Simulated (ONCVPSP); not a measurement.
**Before and after: ONCV potential for chromium (Cr)**

ONCVPSP 4.0.1 input, shortened (lines: element, Z, core and valence counts, functional; n l f; lmax; l rc ep ncon nbas qcut; lloc lpopt rc5 dvloc0; l nproj debl; icmod fcfact rcfact), PBE, non-relativistic:

```
  Cr 24.00    4    3        4      upf
    1    0    2.00
    2    0    2.00
    2    1    6.00
    3    0    2.00
    3    1    6.00
    3    2    5.00
    4    0    0.50
    2
    0    2.45    0.00    4    8    2.70
    1    1.05    0.00    5    8    7.20
    2    1.55    0.00    4    9   10.00
    4    5    0.80    1.00
    0    2    0.90
    1    2    3.90
    2    2    2.70
    0    0.00    0.00
```

Change: s: rc 3.1.

Cutoffs: the cutoffs (Ha) at which the residual kinetic energy of the hardest occupied pseudo-wave falls to 1 and 0.1 mHa per electron; they do not see the model core or the augmentation charge, which bear on the density cutoff. Errors are all-electron minus pseudo energies relative to the spin-unpolarised reference configuration.

Task: Predict the effect on cutoff, ghosts and configuration errors.

Result: The potential gets neither clearly harder nor softer (60 Ha and 156 Ha → 60 Ha and 156 Ha); both files keep a bound ghost (s); of the 4 tests that both files solve, the error grows in 0 and shrinks in 3 by more than 15 % and 0.3 meV (median size 8.0 → 1.7 meV). That the errors move this way runs against the usual rule that smaller radii transfer better.

```tsv
quantity	base	changed
cutoff, loose	60 Ha	60 Ha
cutoff, tight	156 Ha	156 Ha
loose cutoff by channel	s 3.2 Ha, p 60 Ha, d 38 Ha	s 2.6 Ha, p 60 Ha, d 38 Ha
bound ghosts	s	s
GHOST(+) flags under 300 eV	none	none
error for 3p6 3d5 4s1, meV [ΔE -2.65 eV]	-2.0	-1.6
error for 3p6 3d5 4s0, meV [ΔE 4.13 eV]	-1.7	-1.7
error for 3p6 3d4 4s0, meV [ΔE 20.28 eV]	+30	+15
error for 3p6 3d4 4s1 4p1, meV [ΔE 0.98 eV]	-14	+1.2
p: phases at 1.07 bohr within 0.05 rad from the reference energy up to (Ha; the scan ends near 5)	to the end of the scan	to the end of the scan
d: phases at 1.58 bohr within 0.05 rad from the reference energy up to (Ha; the scan ends near 5)	to the end of the scan	to the end of the scan
```

 A true bound ghost makes a file unfit for plane-wave use even where its test errors are small: the radial tests pick states by their node count and pass the ghost by.
